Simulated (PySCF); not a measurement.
## Building multiplets from coupling constants

Geometry:
```json
{"atom": "C1", "x (Å)": "2.816", "y (Å)": "0.245", "z (Å)": "-0.810"}
{"atom": "C2", "x (Å)": "1.375", "y (Å)": "0.593", "z (Å)": "-0.586"}
{"atom": "O3", "x (Å)": "0.965", "y (Å)": "1.667", "z (Å)": "-0.229"}
{"atom": "O4", "x (Å)": "0.579", "y (Å)": "-0.463", "z (Å)": "-0.812"}
{"atom": "C5", "x (Å)": "-0.815", "y (Å)": "-0.271", "z (Å)": "-0.587"}
{"atom": "C6", "x (Å)": "-1.165", "y (Å)": "-0.321", "z (Å)": "0.886"}
{"atom": "B7", "x (Å)": "-2.693", "y (Å)": "-0.281", "z (Å)": "1.200"}
{"atom": "F8", "x (Å)": "-3.139", "y (Å)": "-0.283", "z (Å)": "2.442"}
{"atom": "F9", "x (Å)": "-3.610", "y (Å)": "-0.252", "z (Å)": "0.249"}
{"atom": "H10", "x (Å)": "3.192", "y (Å)": "-0.292", "z (Å)": "0.075"}
{"atom": "H11", "x (Å)": "3.399", "y (Å)": "1.164", "z (Å)": "-0.940"}
{"atom": "H12", "x (Å)": "2.930", "y (Å)": "-0.421", "z (Å)": "-1.675"}
{"atom": "H13", "x (Å)": "-1.121", "y (Å)": "0.693", "z (Å)": "-1.022"}
{"atom": "H14", "x (Å)": "-1.306", "y (Å)": "-1.079", "z (Å)": "-1.144"}
{"atom": "H15", "x (Å)": "-0.750", "y (Å)": "-1.234", "z (Å)": "1.350"}
{"atom": "H16", "x (Å)": "-0.692", "y (Å)": "0.524", "z (Å)": "1.415"}
```

PySCF 2.14 calculation with J couplings at B3LYP/pcJ-1 (spin–dipole term only in couplings to heteroatoms), GIAO KT2/pcSseg-1 shieldings and structure optimised with PBE0-D3(BJ)/def2-SVP; one computed conformer, no relativistic terms, no solvent, fast rotation and ring inversion assumed for equivalent nuclei.

δ = σ(ref) − σ, references computed at the same level: ¹³C, ¹H against TMS.

Spectrometer: 500 MHz for ¹H. First-order analysis; couplings under 1 Hz (under 4 Hz in carbon signals) are ignored, and nearly equal couplings are merged; the smaller ones broaden or split the lines further.

Problem. What pattern does C2 show in the proton-coupled ¹³C spectrum?

Solution. A sextet at δ 163.6: 6.2 Hz to H10/H11/H12 and H13/H14 (5 × ¹H, 2 or 3 bonds away). Lines in Hz from the centre (relative intensity): +15.5 (1), +9.3 (5), +3.1 (10), -3.1 (10), -9.3 (5), -15.5 (1). The outer lines are 31.0 Hz apart, the sum of the couplings kept, or 0.247 ppm at this field.

Problem. What pattern does C1 show in the proton-coupled ¹³C spectrum?

Solution. A quartet at δ 20.7: 136.5 Hz to H10/H11/H12 (3 × ¹H, 1 bond away). Lines in Hz from the centre (relative intensity): +204.8 (1), +68.2 (3), -68.2 (3), -204.8 (1). The outer lines are 409.5 Hz apart, the sum of the couplings kept, or 3.257 ppm at this field.

Problem. What pattern does H15/H16 show (¹H)?

Solution. A triplet of triplets at δ 1.50: 8.5 Hz to H13/H14 (2 × ¹H, 3 bonds away), 4.0 Hz to F8/F9 (2 × ¹⁹F, 3 bonds away). Lines in Hz from the centre (relative intensity): +12.5 (1), +8.5 (2), +4.5 (1), +4.0 (2), +0.0 (4), -4.0 (2), -4.5 (1), -8.5 (2), -12.5 (1). The outer lines are 25.0 Hz apart, the sum of the couplings kept, or 0.050 ppm at this field.

Problem. What pattern does H13/H14 show (¹H)?

Solution. A triplet at δ 4.07: 8.5 Hz to H15/H16 (2 × ¹H, 3 bonds away). Lines in Hz from the centre (relative intensity): +8.5 (1), +0.0 (2), -8.5 (1). The outer lines are 17.0 Hz apart, the sum of the couplings kept, or 0.034 ppm at this field.

Unscaled 3J(H,H) at this level run about 10 % above measured values. Chain 3J(H,H) values assume equally populated staggered rotamers: (2 J gauche + J anti)/3. 3J across rotatable bonds or in flexible rings reflects this conformer alone.
